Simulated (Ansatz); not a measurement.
Several settings on one geometry of (H2Al-mu-OH)2 (Al₂O₂H₆) (that of the charge 0 singlet, r2SCAN-D4/def2-SVP). Ansatz on 4 threads of Arm Neoverse V2 on a shared host; times are rough.

```csv
atom,x (Å),y (Å),z (Å)
Al1,-1.188,-0.072,-0.796
H2,-1.902,-1.478,-0.986
H3,-1.750,1.257,-1.461
O4,0.673,-0.129,-0.993
Al5,1.188,0.072,0.796
H6,1.902,1.478,0.987
H7,1.749,-1.257,1.461
O8,-0.673,0.130,0.992
H9,1.164,0.197,-1.755
H10,-1.164,-0.196,1.755
```

Totals from different functionals, basis sets or treatments of relativity can't be compared as stabilities.

The spins typed aren't always the lowest for that charge.

Q: Give the basis size and estimate the energy, ⟨S²⟩, dipole and time of these runs.

```
run                method  charge    state                                                                                                    further keys
  1    RKS B97/def2-mTZVP       0  singlet                              nuclear_model: gaussian; scf: {omitted_lower_state_checks: [starts]}; forces asked
  2  RKS BLYP/aug-cc-pVDZ       0  singlet  final_grid: {core_spheres: 20, valence_spheres: 16, degree: 47}; scf: {lower_state_search: full}; forces asked
  3   UKS revPBE-D4/6-31G       1  doublet                                                                                                    forces asked
```

A: 
```tsv
run	functions	energy (Eh)	⟨S²⟩	dipole (D)	wall time
1	110	-639.0088	–	0.00	3.2 s
2	154	-639.0399	–	0.00	5 s
3	56	-638.4706	0.75	–	2.1 s
```
